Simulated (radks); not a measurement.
Trend from Zr to Cd: ionisation energy by Delta-SCF between NIST ground configurations, and size. Method: scalar-relativistic Kohn-Sham, r2SCAN, spin-polarised, spherical densities, finite nucleus; open shells are filled with parallel spins first (spin-orbit coupling, left out, can overturn this in heavy ions); meta-GGA in the generalised Kohn-Sham scheme; Fermi nuclear charge, rms radius of each element as measured or else 0.836 A^(1/3) + 0.57 fm; computed with a radial shooting solver on a logarithmic mesh with Libxc functionals.

species,configuration,IE (eV),NIST (eV),kind,outermost,<r> outermost (bohr)
Zr,[Kr] 4d2 5s2,6.123,6.634,exp.,5s,3.96
Nb,[Kr] 4d4 5s1,7.181,6.759,exp.,5s,3.56
Mo,[Kr] 4d5 5s1,7.478,7.092,exp.,5s,3.42
Tc,[Kr] 4d5 5s2,6.543,7.119,exp.,5s,3.65
Ru,[Kr] 4d7 5s1,7.703,7.361,exp.,5s,3.25
Rh,[Kr] 4d8 5s1,7.740,7.459,exp.,5s,3.20
Pd,[Kr] 4d10,8.926,8.337,exp.,4d,1.58
Ag,[Kr] 4d10 5s1,7.791,7.576,exp.,5s,3.13
Cd,[Kr] 4d10 5s2,8.856,8.994,exp.,5s,2.89

Reference values: NIST Atomic Spectra Database (exp. = measured, semi-emp. = semi-empirical, theory = theoretical value adopted there). Open shells are spherical and high-spin; term and fine-structure splittings are not resolved.
